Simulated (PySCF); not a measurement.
## Assigning NMR signals

Atom-mapped SMILES (the numbers label the heavy atoms): `[F:1][C:2]([F:3])([F:4])[C:5]([F:6])([F:7])[CH:8]1[CH2:9][CH2:10]1`. Each H is labelled by its parent atom. Ha(C9), Ha(C10) are cis to C5 on the ring; Hb(C9), Hb(C10) are trans to C5 on the ring.

Theoretical values (PySCF 2.14): GFN2-xTB structure, GIAO PBE0/pcSseg-1 shieldings. In vacuum, rapidly exchanging positions averaged, one computed conformer, non-relativistic.

Chemical shifts δ = σref − σ; 13C and 1H vs TMS, all at this level.

(1) Assign these signals to the numbered atoms. 13C{1H} NMR (computed): δ 129.5, 122.8, 14.9, 4.1.

(2) Assign these signals to the numbered atoms. 1H NMR (500 MHz, computed): δ 1.46 (m, 1H), 0.93 (m, 2H), 0.79 (m, 2H).

Answers

(1) 
```tsv
δ (ppm)	atoms	environment	reason
129.5	C2	CF3 carbon	3 electronegative neighbours deshield it
122.8	C5	fully substituted sp3 carbon bonded to 2 F	2 electronegative neighbours deshield it
14.9	C8	three-membered-ring carbon	carbons of three-membered rings are unusually shielded
4.1	C9/C10	three-membered-ring carbon	–
```

(2) 
| δ (ppm) | atoms | environment | reason |
| --- | --- | --- | --- |
| 1.46 | H(C8) | hydrogen on a three-membered-ring carbon | cyclopropane-type protons are shielded by the ring |
| 0.93 | Ha(C9)/Ha(C10) | hydrogen on a three-membered-ring carbon | – |
| 0.79 | Hb(C9)/Hb(C10) | hydrogen on a three-membered-ring carbon | – |

Splittings by 19F in the carbon and heteronuclear signals aren't shown, as no couplings were computed. Shifts are as computed. Against solution values, carbons near 30 ppm lie about +3 ppm off and those near 130 ppm about +5 ppm. Of 1211 compounds with measured shifts, 218 miss one by over three times the rms of a fit or turn the order of signals round; such compounds aren't used in these exercises. No couplings were computed; multiplicities are counted from neighbouring protons, with m where these are inequivalent, close in shift, in a saturated or five-membered ring or joined by F or P, and br s for small geminal =CH2 splittings.
